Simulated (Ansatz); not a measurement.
Members of the series SiXY, Y = fluoro; each row names its spin state. Isolated molecules, 0 K electronic values unless said otherwise. One relaxed conformer stands for each flexible species; it need not be the lowest. Strings in code marks are SMILES.

Quantity: adiabatic spin-state energy, in kcal/mol. HF references are unrestricted for open shells and restricted for singlets.

Case: `O[Si]F`: multiplicity 3 minus multiplicity 1. The other species in the difference include `O[Si]F` (H–O–Si–F torsion 0°) (neutral, multiplicity 1). Geometry of `O[Si]F` (neutral, multiplicity 3, Å):

```xyz
4

O     -0.9084     0.1455     0.3700
Si     0.5684     0.5999    -0.2025
F      1.7924    -0.3999     0.0848
H     -1.4524    -0.3455    -0.2522
```

Question: What is the computed adiabatic spin-state energy (frozen-core CCSD(T) with HF/cc-pVQZ and the correlation energy extrapolated as X^-3 from cc-pVTZ and cc-pVQZ // PBE0-D3(BJ)/def2-TZVP (Ansatz, a first-principles code))?

Answer: 70.2 kcal/mol.
